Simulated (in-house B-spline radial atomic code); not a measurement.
Ionisation energies along the 14-electron series, configuration [Ne] 3s2 3p2, as differences of self-consistent energies. Dirac energy differences include first-order Breit, QED and recoil terms. NIST's values go from ground level to ground level; the uncertainty of those that are theory runs from under 0.1 % in few-electron ions to several per cent in heavy many-electron ones. Computed with an all-electron radial atomic-structure program (B-spline basis): Dirac-Hartree-Fock, average of the configuration, finite nuclei.

```csv
ion,configuration after,ionisation energy (eV),IE/(q+1)² (eV),Breit and QED recoil part (eV),tabulated value (eV),computed minus tabulated (eV)
Ho53+,[Ne] 3s2 3p1,4991.1,1.7116,-5.3638,5135,-144
Er54+,[Ne] 3s2 3p1,5174.5,1.7106,-5.6648,5329,-154
Tm55+,[Ne] 3s2 3p1,5361.6,1.7097,-5.9777,5527,-165
Yb56+,[Ne] 3s2 3p1,5552.3,1.7089,-6.303,5731,-179
Lu57+,[Ne] 3s2 3p1,5746.6,1.7083,-6.6413,5937,-190
Hf58+,[Ne] 3s2 3p1,5944.6,1.7077,-6.9926,6149,-204
Ta59+,[Ne] 3s2 3p1,6146.4,1.7073,-7.3575,6364,-218
W60+,[Ne] 3s2 3p1,6351.8,1.707,-7.7363,6596,-244
Re61+,[Ne] 3s2 3p1,6561.0,1.7068,-8.1295,6810,-249
Os62+,[Ne] 3s2 3p1,6774.1,1.7067,-8.5373,7039,-265
Ir63+,[Ne] 3s2 3p1,6990.9,1.7068,-8.9604,7274,-283
```

Where a p, d or f electron is removed, the computed value is a mean over both j, so it misses the tabulated one by a part of the spin-orbit splitting; averaging over terms and missing correlation add to the gap, relatively most at low charge.
